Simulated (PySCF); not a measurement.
## Ionisation energy of Br by level of theory

Br [Ar] 3d10 4s2 4p5 (2P) → Br⁺ [Ar] 3d10 4s2 4p4 (3P), as a difference of total energies. Calculation: PySCF 2.14, in ANO-RCC-VTZP; scalar relativity by spin-free X2C-1e. Correlated levels: valence: [Ar] 3d10 frozen; valence and next inner shell: [Ne] frozen. The calculations carry no spin-orbit coupling.

```csv
method,ionisation energy (eV)
UHF,10.717
LDA,12.075
PBE,11.791
PBE0,11.797
r2SCAN,11.853
B3LYP,11.918
HSE06,11.818
M06-L,11.557
wB97X-V,11.882
MP2 (valence),11.549
SCS-MP2 (valence),11.544
MP2 (valence and next inner shell),11.606
SCS-MP2 (valence and next inner shell),11.582
```

Problem. How much does correlation contribute at MP2 (valence and next inner shell)?

Solution. 11.606 − (10.717) = 0.889 eV, measured against UHF.

Errors of the correlated levels include the incompleteness of this basis and the frozen core.

For comparison: 11.844 eV (measured; NIST levels, between the centres of gravity of the two terms).
